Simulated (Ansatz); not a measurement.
Computed with frozen-core CCSD(T)/def2-TZVPP // r2SCAN-D4/def2-SVP run with Ansatz (a program for electronic structure).

Ansatz 0.2 input:
```yaml
crystal:
  periodic: [false, false, false]
  atoms:
    - { symbol: Cd, position_ang: [-0.013359, 0.039193, 0.044199] }
    - { symbol: O, position_ang: [-1.670364, 0.450539, 1.020137] }
    - { symbol: H, position_ang: [-2.395296, -0.106196, 0.701084] }
    - { symbol: Br, position_ang: [2.079815, -0.357857, -1.064508] }
basis:
  gaussian: { orbitals: def2-TZVPP }
correlation:
  method: ccsd_t
```

Output:

```
Functional definition: HF
1000 factors; integrals over basis functions are off by at most 9.2e-4 eV
mean field evaluation 1: about -76591.4533 eV, gradient 4.3e1 eV
mean field evaluation 2: about -76591.7383 eV, gradient 4.3e1 eV
mean field evaluation 4: about -76595.1900 eV, gradient 2.5e0 eV
mean field evaluation 8: about -76595.2266 eV, gradient 2.6e-1 eV
mean field evaluation 16: about -76595.2269 eV, gradient 2.5e-6 eV
mean field -76595.22692886 eV, -2814.8226715261 hartree, gradient 2.5e-6 eV, S^2 0.000000; 0 other end points of the search recorded, 0 dependent functions left out
10 core orbitals not correlated
reference -76595.22692886 eV, -2814.8226715261 hartree; 22, 22 occupied and 117, 117 virtual orbitals, 1000 factors
second order -33.42044035 eV of doubles, -0.00000000 eV of singles
cycle   1  -31.86062099 eV  change     1.6e0 eV  update   1.3e-1
cycle   2  -32.54483340 eV  change   -6.8e-1 eV  update   4.2e-2
cycle   3  -32.71673931 eV  change   -1.7e-1 eV  update   2.5e-2
cycle   4  -32.68608773 eV  change    3.1e-2 eV  update   9.9e-3
cycle   5  -32.66572776 eV  change    2.0e-2 eV  update   3.9e-3
cycle   6  -32.67084956 eV  change   -5.1e-3 eV  update   1.4e-3
cycle   7  -32.67117541 eV  change   -3.3e-4 eV  update   4.6e-4
cycle   8  -32.67066011 eV  change    5.2e-4 eV  update   1.6e-4
cycle   9  -32.67073008 eV  change   -7.0e-5 eV  update   7.3e-5
cycle  10  -32.67082355 eV  change   -9.3e-5 eV  update   2.6e-5
cycle  11  -32.67075930 eV  change    6.4e-5 eV  update   1.1e-5
cycle  12  -32.67078091 eV  change   -2.2e-5 eV  update   4.5e-6
perturbative correction -1.03497939 eV, -0.0380347912 hartree
Total energy: -76628.93268917 eV, -2816.0613353708 hartree
```

Cost: about 40 core-seconds (a rough figure).
